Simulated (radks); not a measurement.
Values are calculated unless marked as measured or tabulated.
Task: The mean radii <r> (bohr) of the occupied orbitals of an atom or ion are listed with their occupations. Code: a radial shooting solver on a logarithmic mesh with Libxc functionals. Model: non-relativistic Kohn-Sham, LB94 model potential, spin-polarised, spherical densities, point nucleus.

orbital  occ.      <r>
1s up       1  0.02920
1s down     1  0.02920
2s up       1   0.1258
2s down     1   0.1258
2p up       3   0.1071
2p down     3   0.1071
3s up       1   0.3353
3s down     1   0.3353
3p up       3   0.3256
3p down     3   0.3256
3d up       5   0.2959
3d down     5   0.2959
4s up       1   0.7939
4s down     1   0.7951
4p down     3   0.8337
4p up       3   0.8318
4d down     5   0.9518
4d up       5   0.9467
5s up       1    1.832

Name the element and its charge. Open shells, if any, are filled with parallel spins first.

Result: Z = 52, tellurium, charge +5: Te5+ in [Kr] 4d10 5s1. The 1s radius gives Z: for a bare nucleus <r> = 1.5/Z, 0.02885 bohr for Z = 52, and screening makes it slightly larger (0.02920 here). The occupations add up to 47, and the charge is Z minus that.
